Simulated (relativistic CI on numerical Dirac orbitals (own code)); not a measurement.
# Ti²⁺ in a cubic cluster: L2,3 absorption with charge transfer

Computed with a charge-transfer multiplet model of a cubic metal-ligand cluster with up to one ligand hole, Slater and spin-orbit integrals from Dirac-Coulomb-Breit ions, Slater integrals scaled by 0.7. The ground state mixes d2 with configurations of k ligand holes L, whose averages lie at kΔ + k(k − 1)U_dd/2; a core hole lowers each added d electron by U_cd. 300 K, Lorentzian 0.4 eV and Gaussian 0.3 eV FWHM.

Atomic integrals in eV (Slater integrals scaled, ζ unscaled), ground: F2dd 5.756, F4dd 3.579, zeta_d 0.013; with the core hole: F2dd 6.408, F4dd 3.990, zeta_d 0.022, zeta_core 3.746, F2cd 3.430, G1cd 2.435, G3cd 1.380.

Cluster parameters (eV): Δ = 4.8, U_dd = 5.7, U_cd = 7.3, 10Dq = 0.7, 10Dq(ligand) = 0.2, final-state hopping factor = 0.9.

| Case | n_d | d2 | d3L | S |
| --- | --- | --- | --- | --- |
| V(eg) = 0.95 eV, V(t2g) = -0.5 eV | 2.12 | 0.88 | 0.12 | 1.00 |
| V(eg) = 1.85 eV, V(t2g) = -0.98 eV | 2.25 | 0.75 | 0.25 | 1.00 |
| V(eg) = 2.45 eV, V(t2g) = -1.3 eV | 2.30 | 0.70 | 0.30 | 1.00 |

Weights, n_d and S are thermal averages at 300 K. Photon energies count from the first peak over 30 % of the highest in each spectrum, which can be another peak from case to case. The parameters are a model scan and need not match a compound or its usual spin state. Peaks in eV (height, largest 100):
- V(eg) = 0.95 eV, V(t2g) = -0.5 eV: -2.2 (8), 0.0 (100), 6.1 (54)
- V(eg) = 1.85 eV, V(t2g) = -0.98 eV: -2.3 (8), 0.0 (100), 3.2 (19), 5.0 (46), 6.0 (53)
- V(eg) = 2.45 eV, V(t2g) = -1.3 eV: -2.4 (8), 0.0 (100), 3.1 (20), 4.9 (48), 5.9 (52)

Curve for V(eg) = 2.45 eV, V(t2g) = -1.3 eV (points under 2 left out, the grid thinned):

(E (eV), Intensity): (-3.3, 2.3), (-3.0, 4.5), (-2.7, 7.5), (-2.5, 8.2), (-2.2, 7.5), (-1.9, 8.1), (-1.6, 14.4), (-1.4, 21.0), (-1.1, 30.4), (-0.8, 36.6), (-0.5, 49.2), (-0.2, 83.7), (0.0, 100.0), (0.3, 80.7), (0.6, 54.8), (0.9, 40.9), (1.1, 33.3), (1.4, 24.2), (1.7, 19.1), (2.0, 13.6), (2.2, 12.0), (2.5, 12.7), (2.8, 16.7), (3.1, 19.8), (3.4, 16.4), (3.6, 14.9), (3.9, 20.8), (4.2, 29.0), (4.5, 37.9), (4.7, 44.4), (5.0, 47.6), (5.3, 47.8), (5.6, 51.3), (5.9, 51.7), (6.1, 50.3), (6.4, 37.0), (6.7, 22.1), (7.0, 13.0), (7.2, 9.6), (7.5, 6.5), (7.8, 4.5), (8.1, 3.3), (8.3, 2.7), (8.6, 2.2), (8.9, 2.0)

For the case V(eg) = 1.85 eV, V(t2g) = -0.98 eV, Δ = 4.8 eV is smaller than U_dd = 5.7 eV, the charge-transfer side of the Zaanen-Sawatzky-Allen scheme. With the core hole the configuration with one ligand hole lies at Δ + U_dd − U_cd = 3.2 eV above the one without, against Δ in the ground state. The added d electron screens the hole, so the order of the configurations is kept and charge-transfer satellites are weaker than in photoemission.

With at most 1 ligand hole the space is cut while the next configuration still counts, so covalency is underestimated, and a final configuration with one more ligand hole, which can lie low, is missing from the spectra.
